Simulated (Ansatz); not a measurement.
`[SiH3]N[SiH2][GaH2]` + CH₃NH₂ → `C[NH][GaH2]` + `[SiH3]N[SiH3]` at 700 K and 1 bar (cleavage of the Ga–Si bond).

Isolated molecules relaxed with PBE0-D4/def2-TZVP in Ansatz; ΔE leaves out vibrations. CCSD(T)/CBS is the MP2 limit (def2-TZVPP, def2-QZVPP) plus CCSD(T) − MP2 in def2-TZVPP, frozen cores. This one scheme is used for every species. For Ga outer-core shells are correlated without core-valence functions, which leaves a few kJ/mol of doubt a bond. Scalar relativity is left out up to krypton. Each species was taken in one conformer, which may not be the lowest.

```
              species  CCSD(T)/CBS energy (Eh)  H − E (kJ/mol)  S (J/(mol·K))
`[SiH3]N[SiH2][GaH2]`              -2561.63827           283.8          529.6
               CH₃NH₂                -95.75281           207.6          296.6
        `C[NH][GaH2]`              -2020.30020           238.5          394.5
      `[SiH3]N[SiH3]`               -637.10515           245.6          444.2
```

H − E and S are ideal-gas, rigid-rotor, harmonic terms from PBE0-D4/def2-TZVP, for one conformer and one mirror image of each species. 1 Eh = 2625.50 kJ/mol, R = 8.31446 J/(mol·K).

**Question.** By hand: ΔE, ΔH, ΔS and ΔG.

**Answer.** ΔE = (-2020.30020) + (-637.10515) − (-2561.63827) − (-95.75281) = -0.01427 Eh = -37.5 kJ/mol. Δ(H − E) = 238.5 + 245.6 − 283.8 − 207.6 = -7.3, so ΔH = -44.8 kJ/mol. ΔS = 394.5 + 444.2 − 529.6 − 296.6 = 12.5 J/(mol·K). ΔG = -44.8 − 700 × (12.5)/1000 = -53.5 kJ/mol.

**Question.** By hand: the equilibrium constant, and the temperature at which ΔG would vanish if ΔH and ΔS stayed fixed.

**Answer.** log₁₀ K = −ΔG/(RT ln 10) = 4.0. ΔH and −TΔS have one sign here, so there is no such temperature.

The number of gas molecules stays the same, so ΔS is small and ΔH decides. A doubt of 5 kJ/mol in ΔE shifts log₁₀ K by 0.4 here. Other conformers and mirror images would add mixing entropy, several J/(mol·K) or more a flexible species. Modes under 60 cm⁻¹, often nearly free rotors, make the harmonic entropy too high. These are equilibria of isolated gas molecules and say nothing of rates. Largest T1 diagnostic: 0.015 (customary marks: 0.02 for closed shells, 0.045 for open ones).

ΔS is within the doubt of such terms, so its sign, and with it that verdict, could turn.
